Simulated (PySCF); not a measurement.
**Be: excitation energy**

Be [He] 2s2 (1S) → Be [He] 2s1 3s1 (3S), as a difference of total energies. Calculation: PySCF 2.14, in x2c-QZVPPall with one added diffuse shell each of s, p type (8s5p2d1f, 40 functions); the spin-free X2C one-electron Hamiltonian (Gaussian nucleus). Correlated levels: valence: 1s2 frozen; valence and next inner shell: nothing frozen. The calculations carry no spin-orbit coupling.

| method | excitation energy (eV) |
| --- | --- |
| UHF | 5.334 |
| LDA | 6.063 |
| PBE | 6.007 |
| PBE0 | 6.012 |
| r2SCAN | 5.952 |
| BP86 | 6.090 |
| M06-2X | 6.108 |
| MN15 | 6.237 |
| wB97X | 6.088 |
| MP2 (valence) | 6.056 |
| SCS-MP2 (valence) | 6.246 |
| MP2 (valence and next inner shell) | 6.075 |
| SCS-MP2 (valence and next inner shell) | 6.261 |

How much does correlation contribute at MP2 (valence and next inner shell)?

6.075 − (5.334) = 0.741 eV, measured against UHF.

Errors of the correlated levels include the incompleteness of this basis and the frozen core.

For comparison: 6.457 eV (measured; NIST levels).
